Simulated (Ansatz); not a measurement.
C4H11Cl2GaSi, SMILES `C[Si](C)(C)[CH2][Ga]([Cl])[Cl]`, charge 0, multiplicity 1.

Q: Give a relaxed structure at PBE0-D4/def2-TZVP (the Gaussian-basis code of Ansatz). (Estimate.)

A: Computed: 
```xyz
19

C     1.117   -1.958   -0.533
Si    0.363   -0.333    0.008
C     0.979    1.055   -1.093
C     0.793    0.029    1.792
C    -1.516   -0.441   -0.151
Ga   -2.325    1.314   -0.081
Cl   -2.990    2.371   -1.821
Cl   -2.535    2.437    1.732
H     2.206   -1.934   -0.434
H     0.745   -2.787    0.074
H     0.881   -2.174   -1.578
H     0.632    2.036   -0.750
H     0.644    0.928   -2.126
H     2.072    1.090   -1.099
H     1.874    0.135    1.917
H     0.459   -0.779    2.449
H     0.323    0.953    2.138
H    -1.797   -0.894   -1.105
H    -1.924   -1.048    0.662
```
This is one stationary point; other conformers may exist.
